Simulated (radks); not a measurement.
Values are calculated unless marked as measured or tabulated.
All-electron atom: Tm51+ in [Ar].

Level of theory: non-relativistic Kohn-Sham, LB94 model potential, spin-polarised, spherical densities, point nucleus; relativity is left out, which matters for an element this heavy (a radial shooting solver on a logarithmic mesh with Libxc functionals).

Energy parts (hartree):
part                   energy
kinetic            10460.1208
electron-nucleus  -22041.5300
Hartree             1277.6426
(The LB94 potential has no energy functional, so no total or exchange-correlation energy is given.)

Orbitals (lengths in bohr, moments of r in powers of bohr; <r^-3> diverges for s and p1/2):
orbital  occ.  eigenvalue (hartree)  <r^-3>
1s          2             -2158.449       -
2s          2             -453.6846       -
2p          6             -440.3473   11610
3s          2             -179.5757       -
3p          6             -174.3421    2915

The highest occupied level is 3p at -4744.1 eV. The electron density at the nucleus is 2.347e+05 e/bohr^3.
